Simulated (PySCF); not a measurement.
C8H10Ge, SMILES C(c1cccc[c]1[GeH3])=C, singlet, GFN2-xTB optimised geometry.

```
19

C     -2.63    -1.87     0.37
C     -1.36    -1.68     0.01
C     -0.65    -0.41     0.00
C     -1.32     0.81    -0.02
C     -0.63     2.00    -0.03
C      0.75     2.01    -0.01
C      1.43     0.80     0.00
C      0.75    -0.41     0.00
Ge     1.81    -2.06     0.03
H     -3.07    -2.85     0.35
H     -3.26    -1.07     0.70
H     -0.77    -2.54    -0.29
H     -2.40     0.82    -0.04
H     -1.18     2.94    -0.04
H      1.30     2.94    -0.02
H      2.51     0.80     0.01
H      1.49    -2.94     1.20
H      1.64    -2.89    -1.20
H      3.26    -1.69     0.13
```

Density from PBE/def2-SVP run with PySCF at that geometry.

Minimum of the electron density along straight lines between bonded atoms, close to the bond critical point (lines longer than 1.1 times the sum of covalent radii, or with two minima, are not listed):

```csv
bond,length / Å,ρ at the minimum / e bohr⁻³,∇²ρ there / e bohr⁻⁵,position (fraction from the first atom)
C1–C2,1.326,0.340,-0.89,0.50
C2–C3,1.458,0.273,-0.64,0.50
C3–C4,1.395,0.304,-0.74,0.50
C4–C5,1.381,0.311,-0.77,0.50
C5–C6,1.385,0.309,-0.77,0.50
C6–C7,1.383,0.310,-0.77,0.50
C3–C8,1.402,0.299,-0.71,0.50
C7–C8,1.388,0.306,-0.74,0.50
C8–Ge9,1.956,0.127,0.05,0.53
C1–H10,1.077,0.281,-1.06,0.64
C1–H11,1.077,0.280,-1.06,0.64
C2–H12,1.087,0.278,-1.02,0.63
C4–H13,1.080,0.281,-1.05,0.63
C5–H14,1.080,0.281,-1.05,0.63
C6–H15,1.080,0.281,-1.05,0.63
C7–H16,1.083,0.280,-1.04,0.63
Ge9–H17,1.497,0.141,0.07,0.59
Ge9–H18,1.499,0.140,0.07,0.59
Ge9–H19,1.496,0.141,0.07,0.59
```
